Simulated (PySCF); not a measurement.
Spectrum to structure. Level of theory: TDDFT CAM-B3LYP/def2-SVPD, vertical, gas phase, core orbitals frozen in the response in PySCF 2.14.0, density-fitted response routines. Geometries: GFN2-xTB, one conformer each.

```
state  λ (nm)       f
   S1   233.6  0.0023
   S2   222.6   0.198
   S3   200.1   0.014
   S4   193.2   0.094
   S5   192.2   0.061
   S6   184.5   0.045
   S7   176.1   0.518
   S8   174.3   0.115
```

Question: Which structure fits? All have the formula C7H9P.
A. `CCc1ccccp1`
B. `C=Cc1[pH]ccc1C`
C. `CC1=CP=CC(C)=C1`
D. `c1ccc(PC)cc1`

Answer: D. Its S1, at 5.31 eV, is the highest among the candidates; the nearest of the others has S1 at 4.79 eV. S1 is HOMO→LUMO+1 (51%), HOMO-1→LUMO (27%), HOMO→LUMO (10%). Löwdin shares by element: HOMO phosphorus 40%, carbon 32% or more (atoms not listed hold the other 28%); LUMO carbon 62% or more (atoms not listed hold the other 38%). At the same level the other candidates give, for their lowest levels:
- `C=Cc1[pH]ccc1C`: 302 nm (f 0.189); 252 nm (f 0.062); 216 nm (f 0.084); 209 nm (f 0.008); 198 nm (f 0.034); T1 2.44 eV; HOMO -7.24, LUMO -0.43 eV
- `Cc1cpcc(C)c1`: 259 nm (f 0.001); 245 nm (f 0.019); 244 nm (f 0.105); 208 nm (f 0.000); 206 nm (f 0.354); T1 3.15 eV; HOMO -8.00, LUMO -0.32 eV
- `CCc1ccccp1`: 259 nm (f 0.014); 243 nm (f 0.092); 243 nm (f 0.020); 213 nm (f 0.002); 206 nm (f 0.369); T1 3.16 eV; HOMO -8.04, LUMO -0.35 eV

Shape of the structure used: `[CH3:1][PH:2][c:3]1[cH:4][cH:5][cH:6][cH:7][cH:8]1`: C1–P2–C3–C4 106°.
Triplets come from the Tamm–Dancoff approximation.
